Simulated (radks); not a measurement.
Excited configurations of the germanium ion Ge14+: one electron is placed in a higher orbital outside [Ne] 3s2 3p5. The ground configuration is [Ar]. Calculated with a radial shooting solver on a logarithmic mesh with Libxc functionals: scalar-relativistic Kohn-Sham, SCAN, spin-polarised, spherical densities, finite nucleus; open shells are filled with parallel spins first; meta-GGA in the generalised Kohn-Sham scheme; Fermi nuclear charge, rms radius 4.0742 fm. Excitation = E - E(ground); binding = E(ion) - E, where the ion is the core of charge +15; n* = 15/sqrt(2 binding) in atomic units. These energies are relativistic, and a one-electron ion of charge +15 with no core already has n* below n in this formula (scalar-relativistic equation, point nucleus: 5d 4.999, 6p 5.997, 6f 5.999, 7d 6.998). The quantum defect is therefore taken as that value minus n*, so that it holds no relativistic shift of the bare ion.

| outer orbital | excitation (eV) | binding (eV) | n* | quantum defect | eigenvalue (eV) | <r> (bohr) |
|---|---|---|---|---|---|---|
| 5d | 392.82 | 138.75 | 4.697 | 0.301 | -134.45 | 2.012 |
| 6p | 429.53 | 102.04 | 5.477 | 0.519 | -99.287 | 2.952 |
| 6f | 442.89 | 88.685 | 5.875 | 0.124 | -85.782 | 3.047 |
| 7d | 463.22 | 68.349 | 6.692 | 0.306 | -66.433 | 4.289 |

The Delta-SCF ionisation energy is 531.57 eV (NIST Atomic Spectra Database: 528 eV, semi-empirical). Self-interaction in the functional shifts the binding energies and quantum defects, so they are the method's values and not measured ones. Open shells are spherical and high-spin; term and fine-structure splittings are not resolved.
